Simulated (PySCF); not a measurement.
## `CCC1(F)OCOCO1` in a uniform electric field

Species: C5H9FO3.
Numbering: `[CH3:1][CH2:2][C:3]1([F:4])[O:5][CH2:6][O:7][CH2:8][O:9]1` (hydrogens: H10, H11, H12 on C1; H13, H14 on C2; H15, H16 on C6; H17, H18 on C8)

Cartesian coordinates in Å at the GFN2-xTB level; atoms count from 1:
```xyz
18
C5H9FO3 angstrom
C      2.4723    0.6573   -0.2239
C      1.5701   -0.5690   -0.2449
C      0.0953   -0.1855   -0.2704
F     -0.1547    0.5768   -1.4251
O     -0.2223    0.5997    0.8142
C     -1.6078    0.8434    0.9209
O     -2.3394   -0.3449    0.9155
C     -2.0544   -1.0590   -0.2488
O     -0.6733   -1.3258   -0.3665
H      3.5136    0.3470   -0.2229
H      2.2893    1.2731   -1.1006
H      2.2751    1.2502    0.6647
H      1.7527   -1.1785   -1.1302
H      1.7200   -1.1816    0.6431
H     -1.7639    1.3300    1.8841
H     -1.9314    1.4986    0.0917
H     -2.5528   -2.0262   -0.1812
H     -2.3972   -0.4992   -1.1381
```

Level: PBE0/def2-SVPD (PySCF); nuclei fixed, core orbitals frozen in the response. Permanent dipole (-0.310, 0.182, 0.037) D (1 au = 2.5417 D). Static polarisability (au):

```
x   79.85  2.67 -2.48
y    2.67 67.61  2.67
z   -2.48  2.67 63.75
```

Only the terms in μ and α are kept: μ(F) = μ + αF and ΔE = −μ·F − ½ F·αF.

Question: Apply 0.001 au along ±x, ±y and ±z in turn. Tabulate induced and total dipoles and both energy terms.

Answer: 
```json
{"field along": "+x", "induced x (D)": "0.203", "induced y (D)": "0.007", "induced z (D)": "-0.006", "total size (D)": "0.219", "−μ·F (kJ/mol)": "+0.320", "−½F·αF (kJ/mol)": "-0.105"}
{"field along": "−x", "induced x (D)": "-0.203", "induced y (D)": "-0.007", "induced z (D)": "0.006", "total size (D)": "0.544", "−μ·F (kJ/mol)": "-0.320", "−½F·αF (kJ/mol)": "-0.105"}
{"field along": "+y", "induced x (D)": "0.007", "induced y (D)": "0.172", "induced z (D)": "0.007", "total size (D)": "0.468", "−μ·F (kJ/mol)": "-0.188", "−½F·αF (kJ/mol)": "-0.089"}
{"field along": "−y", "induced x (D)": "-0.007", "induced y (D)": "-0.172", "induced z (D)": "-0.007", "total size (D)": "0.318", "−μ·F (kJ/mol)": "+0.188", "−½F·αF (kJ/mol)": "-0.089"}
{"field along": "+z", "induced x (D)": "-0.006", "induced y (D)": "0.007", "induced z (D)": "0.162", "total size (D)": "0.419", "−μ·F (kJ/mol)": "-0.038", "−½F·αF (kJ/mol)": "-0.084"}
{"field along": "−z", "induced x (D)": "0.006", "induced y (D)": "-0.007", "induced z (D)": "-0.162", "total size (D)": "0.372", "−μ·F (kJ/mol)": "+0.038", "−½F·αF (kJ/mol)": "-0.084"}
```

Question: For the field (-0.0008, 0.0004, 0.0005) au, what is the induced dipole, and what angle does it make with the field?

Answer: αF = (-0.163, 0.067, 0.089) D, at 4.5° to the field. The polarisability along this direction, F·αF/F², is 75.43 au, against a mean of 70.40 au.

Question: Which field along μ doubles the dipole in that direction (linear response)?

Answer: The polarisability along the dipole is 74.98 au, so F = 0.1422 au / 74.98 au = 0.0019 au = 0.10 V/Å; higher-order terms are ignored.

Question: What field makes μF equal to kT at 400 K?

Answer: kT = 1.2667 × 10⁻³ Eh, so F = 0.00891 au = 45.8 MV/cm.

Question: A unit point charge sits 10 Å away. Estimate the induction energy −αe²/2R⁴ with the mean polarisability, treating the molecule as a point.

Answer: R = 18.90 bohr, so the energy is −70.4/(2 × 18.90⁴) Eh = -0.725 kJ/mol. The charge–dipole term at its most favourable orientation, −μe/R², is -1.05 kJ/mol.

Geometry: GFN2-xTB, one conformer, isolated molecule.
